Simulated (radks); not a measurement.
Ionisation of the ruthenium ion Ru2+, [Kr] 4d6, to [Kr] 4d5 as the strength of local exchange is varied. Method: scalar-relativistic Kohn-Sham, Slater X-alpha exchange (alpha = 2/3 is LDA exchange), no correlation, spin-polarised, spherical densities, finite nucleus; open shells are filled with parallel spins first (spin-orbit coupling, left out, can overturn this in heavy ions); Fermi nuclear charge, rms radius 4.4809 fm; computed with a radial shooting solver on a logarithmic mesh with Libxc functionals.

alpha,E(Ru2+) (hartree),exchange (hartree),IE (eV),-e of the level emptied (eV),<r> of it (bohr)
0.606,-4510.02611,-112.72633,26.030,20.125 (4d),1.577
0.667,-4521.40707,-124.37934,26.888,20.923 (4d),1.554
0.712,-4529.82084,-133.01153,27.537,21.528 (4d),1.538
0.886,-4562.49749,-166.67395,30.173,24.005 (4d),1.479
0.916,-4568.15440,-172.52343,30.647,24.454 (4d),1.469
0.934,-4571.55179,-176.03955,30.935,24.726 (4d),1.463
0.999,-4583.84039,-188.77675,31.991,25.729 (4d),1.443

NIST Atomic Spectra Database: 28.470 eV (semi-empirical). The Delta-SCF value meets it near alpha = 0.77. Open shells are spherical and high-spin; term and fine-structure splittings are not resolved.
